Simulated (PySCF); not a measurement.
# Frontier orbitals and the lowest excitations

Species: C4H10AlFO.
Z-matrix (Å and degrees, GFN2-xTB geometry), rows numbered from 1:
```
C 
C   1  1.3193
C   2  1.4987  1  123.81
F   3  1.3756  2  111.40  1   -13.63
O   3  1.3886  2  110.86  1  -134.19
C   5  1.4223  3  113.89  2  -173.66
Al  5  1.9259  3  122.59  2     1.06
H   1  1.0751  2  121.12  3  -178.78
H   1  1.0775  2  121.80  3     2.15
H   2  1.0826  1  123.34  3   177.59
H   3  1.1083  2  111.05  1   103.09
H   6  1.0886  5  105.97  3  -179.65
H   6  1.0918  5  110.44  3   -60.51
H   6  1.0933  5  110.36  3    61.31
H   7  1.5679  5  100.88  3    49.01
H   7  1.5845  5   97.60  3   -71.83
H   7  1.5714  5   95.76  3   169.33
```

Computed with TDDFT wB97X-D/def2-SVPD, vertical, gas phase, core orbitals frozen in the response (PySCF 2.14.0, density-fitted response routines).

Frontier orbitals with the atoms that hold most of them (Löwdin shares over 4%, at most four atoms; ? is withheld):

| orbital | ε (eV) | atoms |
| --- | --- | --- |
| HOMO-3 | -11.92 | Al7 18%, O5 13%, C2 12%, H17 9% |
| HOMO-2 | -10.51 | C2 32%, C1 30%, Al7 8%, C3 6% |
| HOMO-1 | -9.41 | ? |
| HOMO | ? | ? |
| LUMO | 1.02 | C1 30%, C2 27%, C3 7%, Al7 7% |
| LUMO+1 | 1.77 | Al7 44%, C6 11%, H14 6%, H11 5% |
| LUMO+2 | 2.20 | Al7 49%, H16 8%, H15 7%, H17 6% |

Q: Give the leading atoms of the HOMO.

A: H15 (bonded to Al) 33%; Al7 (bonded to O and 3 H) 30%; H16 (bonded to Al) 8%; C2 (bonded to 2 C and H) 7%. By element: hydrogen 41% or more, aluminium 30%, carbon 7% or more.

Q: Give the leading atoms of the HOMO-1.

A: Al7 (bonded to O and 3 H) 34%; H16 (bonded to Al) 28%; H17 (bonded to Al) 25%; O5 (bonded to Al and 2 C) 4%. By element: hydrogen 53% or more, aluminium 34%, oxygen 4%.

Q: What is the HOMO energy, and the HOMO–LUMO gap?

A: ε(HOMO) = -9.23 eV; the gap is 10.24 eV (0.3765 hartree).

Q: How does S1 compare with the orbital gap of 10.24 eV?

A: S1 is at 6.23 eV (f = 0.061), 4.02 eV below the gap, made of HOMO→LUMO (89%). Without the coupling terms of the response equations the lowest excitation would equal the gap.

Q: One configuration dominates each of S1, S2 and S5. Which, and how do the shares of the two leading atoms of either orbital change from the occupied to the empty one?

A: 
- S1 (6.23 eV, f 0.061), HOMO→LUMO (89%): H15 33% → at most 8%, Al7 30% → 7%, C1 at most 8% → 30%, C2 7% → 27%
- S2 (6.60 eV, f 0.030), HOMO-1→LUMO (71%): Al7 34% → 7%, H16 28% → at most 8%, C1 at most 5% → 30%, C2 at most 5% → 27%
- S5 (7.49 eV, f 0.166), HOMO→LUMO+1 (74%): H15 33% → at most 5%, Al7 30% → 44%, C6 at most 8% → 11%

Löwdin shares depend on the basis, the more so with diffuse functions.

One conformer stands for the species.
